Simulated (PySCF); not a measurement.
Field gradients from PBE0/pcSseg-1 densities (PySCF, non-relativistic) at GFN2-xTB geometries, isolated species, one conformer each; χzz is the principal value of largest magnitude, with Q(14N) = 0.02044 b, Q(17O) = −0.0256 b. GFN2-xTB bond lengths can be off by several hundredths of an ångström, more for odd bonds, and the gradients follow them. With a basis this small, the couplings can be 20 % off.

(1) These 14N couplings (χzz in MHz, η) are listed in rising order: (-7.158, 0.33); (-6.857, 0.37); (-5.639, 0.38); (-4.174, 0.12); (-3.651, 0.06); (-3.138, 0.56). Assign them to: the pyrrole-type nitrogen of `[SiH3]Cc1csc2cc[nH]c12`; the nitrile nitrogen of `C[SiH2][Si@@H]1C[SiH2][C@@H]1C#N`; the pyridine-type nitrogen of `CC(=O)c1nccpc1C`; N4 (hydrazine nitrogen) in `[CH3:1][N:2]([CH3:3])[NH:4][CH2:5][C:6]([CH3:7])([CH3:8])[CH3:9]`; N6 (pyrrole-type nitrogen) in `[CH3:1][C:2](=[O:3])[c:4]1[n:5][n:6]([CH3:7])[n:8][c:9]1[SiH3:10]`; N6 (hydrazine nitrogen) in `[CH3:1][CH2:2][CH2:3][N:4]([CH3:5])[N:6]([CH3:7])[CH2:8][CH3:9]`.

(2) Rank these 17O sites by the size of the quadrupole coupling, smallest first.
A. The ketone oxygen of `CC(=O)c1nccpc1C`
B. The sulfonyl oxygen of `O=S(=O)(Cl)c1ccsc1`
C. The carbonyl oxygen of `O=c1cccc(Cl)cc1`
D. The phosphoryl oxygen of `C#C[P@@](=O)(CC#N)CC=C`
E. The silyl ether oxygen of `C[SiH2]Oc1nncnc1C`

## Answers

(1) -7.158 MHz, η 0.33: N6 (hydrazine nitrogen) in `[CH3:1][CH2:2][CH2:3][N:4]([CH3:5])[N:6]([CH3:7])[CH2:8][CH3:9]`; -6.857 MHz, η 0.37: N4 (hydrazine nitrogen) in `[CH3:1][N:2]([CH3:3])[NH:4][CH2:5][C:6]([CH3:7])([CH3:8])[CH3:9]`; -5.639 MHz, η 0.38: the pyridine-type nitrogen of `CC(=O)c1nccpc1C`; -4.174 MHz, η 0.12: the nitrile nitrogen of `C[SiH2][Si@@H]1C[SiH2][C@@H]1C#N`; -3.651 MHz, η 0.06: the pyrrole-type nitrogen of `[SiH3]Cc1csc2cc[nH]c12`; -3.138 MHz, η 0.56: N6 (pyrrole-type nitrogen) in `[CH3:1][C:2](=[O:3])[c:4]1[n:5][n:6]([CH3:7])[n:8][c:9]1[SiH3:10]`.

(2) D (5.122 MHz), B (7.791 MHz), E (9.094 MHz), C (11.72 MHz), A (12.43 MHz).

All sites together:

```
nucleus                                                                                             site  Vzz (au)     η  χzz (MHz)
    14N                                              the pyrrole-type nitrogen of [SiH3]Cc1csc2cc[nH]c12    -0.760  0.06     -3.651
    14N                                         the nitrile nitrogen of C[SiH2][Si@@H]1C[SiH2][C@@H]1C#N    -0.869  0.12     -4.174
    14N                                                    the pyridine-type nitrogen of CC(=O)c1nccpc1C    -1.174  0.38     -5.639
    14N      N4 (hydrazine nitrogen) in [CH3:1][N:2]([CH3:3])[NH:4][CH2:5][C:6]([CH3:7])([CH3:8])[CH3:9]    -1.428  0.37     -6.857
    14N  N6 (pyrrole-type nitrogen) in [CH3:1][C:2](=[O:3])[c:4]1[n:5][n:6]([CH3:7])[n:8][c:9]1[SiH3:10]    -0.653  0.56     -3.138
    14N       N6 (hydrazine nitrogen) in [CH3:1][CH2:2][CH2:3][N:4]([CH3:5])[N:6]([CH3:7])[CH2:8][CH3:9]    -1.490  0.33     -7.158
    17O                                                        the sulfonyl oxygen of O=S(=O)(Cl)c1ccsc1     1.295  0.19     -7.791
    17O                                                           the carbonyl oxygen of O=c1cccc(Cl)cc1    -1.948  0.24      11.72
    17O                                                             the ketone oxygen of CC(=O)c1nccpc1C    -2.067  0.48      12.43
    17O                                                  the phosphoryl oxygen of C#C[P@@](=O)(CC#N)CC=C     0.851  0.10     -5.122
    17O                                                      the silyl ether oxygen of C[SiH2]Oc1nncnc1C     1.512  0.05     -9.094
```
